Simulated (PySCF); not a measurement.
# Fractional electron number in Cr⁺ (chromium, charge +1)

The 3d alpha orbital of [Ar] 3d5 is emptied in steps (occupation f), with all orbitals relaxed, ending at [Ar] 3d4. Computed with PySCF 2.14 in aug-pcseg-2, with the non-relativistic Hamiltonian (point nucleus). The exact energy is a straight line in f; departures are measured from the line between the end points of the same method.

Problem. Among PBE0, r2SCAN, LC-wPBE, which shows the largest delocalisation error (convex curve), and which is closest to linear?

Solution. Most convex: r2SCAN (-1.519 eV at f = 0.5); closest to linear: LC-wPBE (-0.401 eV).

```
   f  PBE0 (eV)  r2SCAN (eV)  LC-wPBE (eV)
   1      0.000        0.000         0.000
0.75     -0.796       -1.123        -0.287
 0.5     -1.081       -1.519        -0.401
0.25     -0.823       -1.154        -0.314
   0      0.000        0.000         0.000
```

| method | E(f=0) − E(f=1) (eV) | −ε at f=1 (eV) | −ε at f=0.5 (eV) |
| --- | --- | --- | --- |
| PBE0 | 16.908 | 12.742 | 16.836 |
| r2SCAN | 16.964 | 11.079 | 16.880 |
| LC-wPBE | 16.968 | 15.514 | 16.894 |

Reference removal energy between the ground levels: 16.486 eV (measured; NIST Atomic Spectra Database, ionization energies). The calculation has no spin-orbit coupling. The determinant left behind need not be the lowest term of the ion.
